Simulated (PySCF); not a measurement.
SnS⁻: one state, many levels of theory

State: ²Π (doublet), unpaired electrons π ↑. Set-up: Sn def2-SVPD with ECP28, S def2-SVPD; scalar-relativistic core potentials (PySCF 2.14). De refers to Sn + S⁻ in their high-spin ground configurations, without counterpoise correction. The functionals are run spin-unrestricted. A positive dipole points towards S; it is taken about the centre of mass and depends on that origin. Levels whose curve was spin-contaminated or gave no clean fit are not listed.

```
    Level  Re (Å)  ωe (cm⁻¹)  De (eV)  μ (D)  CPU s a point (SCF and correlation, without the integrals)
      PBE   2.369        379     3.83  -4.21                                                        0.96
     TPSS   2.363        384     3.75  -4.24                                                         2.4
   r²SCAN   2.347        396     3.75  -4.17                                                         2.4
    B3LYP   2.363        386     3.50  -4.49                                                         1.3
     PBE0   2.338        404     3.63  -4.33                                                         1.5
    B97-3   2.354        397     3.62  -4.34                                                        0.94
CAM-B3LYP   2.332        410     3.40  -4.60                                                         2.1
```

Problem. What does a quarter of exact exchange do here, going from PBE to PBE0?

Solution. PBE0 less PBE: -3.1 pm in Re, +6.6 % in ωe, -0.20 eV in De. Exact exchange removes part of the self-interaction that spreads semilocal densities, and in most molecules shortens and stiffens the bond and lowers De; so it does here.

Problem. What does the step from GGA to meta-GGA do here, going from PBE to r²SCAN?

Solution. r²SCAN less PBE: -2.2 pm in Re, +4.5 % in ωe, -0.08 eV in De. 

These are scalar-relativistic numbers at best; spin–orbit coupling would shift them, the dissociation energy most. For an ion De counts to the pair picked by the measured ionisation energies or electron affinities, which need not be the lowest pair at this level. The highest Kohn–Sham level is positive in this anion. Much of that is self-interaction error, but it also means that the finite basis helps to hold the extra electron. The state was picked by a PBE0 search and need not be the measured ground state.

The whole job (state search and all levels along the bond) took about 3.3 min on 1 thread of Arm Neoverse V1 (shared host), peak memory 0.86 GiB.
